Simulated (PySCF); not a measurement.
Calculation: PBE-D3(BJ)/def2-TZVP // PBE0-D4/def2-TZVP in PySCF. All species are isolated molecules in the gas phase. Excitations are Tamm–Dancoff values on a coarser integration grid. The basis has no diffuse functions, so Rydberg states are missing or too high.

Reference species (SMILES): `[CH3][InH][CH3]` (neutral, multiplicity 1).

```yaml
S1 excitation (TDA): 4.21 eV
HOMO–LUMO gap: 4.13 eV
```

Changed species: `[InH2][CH3]` (1 of 3 H replaced by CH3; the reference has 2 of 3 H replaced by CH3).

Question: What does the change do to the S1 excitation (TDA) and HOMO–LUMO gap?

Answer: the S1 excitation (TDA) goes up by 0.03 eV, to 4.24 eV; the HOMO–LUMO gap hardly moves.
